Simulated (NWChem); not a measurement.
Molecule: GaNH2ClF; SMILES [NH2][Ga]([F])[Cl]

```xyz
6

Ga     0.0052     0.2954     0.0000
F      1.5599     1.0873     0.0000
Cl     0.0023    -1.8322     0.0000
N     -1.4801     1.2873     0.0000
H     -2.4118     0.8943     0.0000
H     -1.4683     2.2990     0.0000
```
Atoms are numbered in this order, from 1.

Computed with NWChem. Medium grid unless said otherwise, to which SCAN and Minnesota functionals are sensitive. All runs use the structure optimised with PBE0/def2-SVP. Hybrids' shares of exact exchange are those that their runs print; pure functionals count as 0. The functionals differ in more than this share.

| row | share of exact exchange | orbital gap (eV) |
|---|---|---|
| PBE/def2-TZVP | 0.00 | 4.66 |
| BLYP/def2-TZVP | 0.00 | 4.54 |
| TPSSh/def2-TZVP | 0.10 | 5.86 |
| B3LYP/def2-TZVP | 0.20 | 6.46 |
| r2SCAN0/def2-TZVP | 0.25 | 7.51 |
| MPW1K/def2-TZVP | 0.43 | withheld |
| M06-2X/def2-TZVP | 0.54 | 9.33 |

Fit a straight line of the last column on the one before it, predict the withheld value, and compare with the run.


1. Means of the 6 shown rows: x = 0.182, y = 6.393. Slope Σ(x − x̄)(y − ȳ)/Σ(x − x̄)² = 1.825/0.2061 = 8.855; intercept 4.785.
2. The shown rows scatter about the line by 0.270 (root mean square); the largest residual is +0.51, at r2SCAN0/def2-TZVP.
3. At x = 0.43 (MPW1K/def2-TZVP; inside the shown range) the line gives 8.59.
4. The run gives 8.82, +0.23 from the line, 0.9 times the scatter.
